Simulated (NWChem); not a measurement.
# CH6SeSi; SMILES [SiH3][Se]C

```xyz
9

Se    -0.4855     0.5387     0.0052
C      1.3358     1.3409     0.0019
H      1.1897     2.4222     0.0137
H      1.8753     1.0547    -0.9021
H      1.8867     1.0370     0.8930
Si     0.1535    -1.6646    -0.0086
H      0.9653    -2.0100     1.1909
H      0.9591    -1.9964    -1.2161
H     -1.0998    -2.4616    -0.0099
```
Atoms are numbered in this order, from 1.

All runs: NWChem. Geometry: optimised at B3LYP/6-31G* (spherical d). GIAO values for the isolated, static molecule; σ is the absolute isotropic shielding, δ = σ(reference) − σ with the isolated reference molecule computed at the same levels (13C: tetramethylsilane, 1H: tetramethylsilane, 29Si: tetramethylsilane). Spin-orbit effects, on the heavy nuclei and on their neighbours, are missing.

Q: What does the run give for PBE0/pcSseg-1? Quantities: σ Se1 (ppm); δ C2 (ppm); δ H3 (rotor mean) (ppm); δ Si6 (ppm); δ H7 (rotor mean) (ppm).

A: 
```yaml
"σ Se1 (ppm)": 2078.1
"δ C2 (ppm)": 11.8
"δ H3 (rotor mean) (ppm)": 1.75
"δ Si6 (ppm)": -51.2
"δ H7 (rotor mean) (ppm)": 4.63
```
